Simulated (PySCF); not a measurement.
**Excitation energy of Ag⁺ by level of theory**

Ag⁺ [Kr] 4d10 (1S) → Ag⁺ [Kr] 4d9 5p1 (high-spin determinant), as a difference of total energies. Computed with PySCF 2.14 in aug-cc-pVDZ-PP with ECP28MDF, with scalar relativity through the core potential. Correlated levels: valence: 4s2 4p6 frozen. The calculations carry no spin-orbit coupling.

```csv
method,excitation energy (eV)
UHF,9.192
MP2 (valence),10.517
SCS-MP2 (valence),10.458
CCSD (valence),10.208
CCSD(T) (valence),10.246
```

Task: How much does correlation contribute at CCSD(T) (valence)?

Result: 10.246 − (9.192) = 1.054 eV, measured against UHF.

The determinant of the upper state mixes LS terms, which raises its energy above the lowest term, most at the Hartree-Fock and MP2 levels.
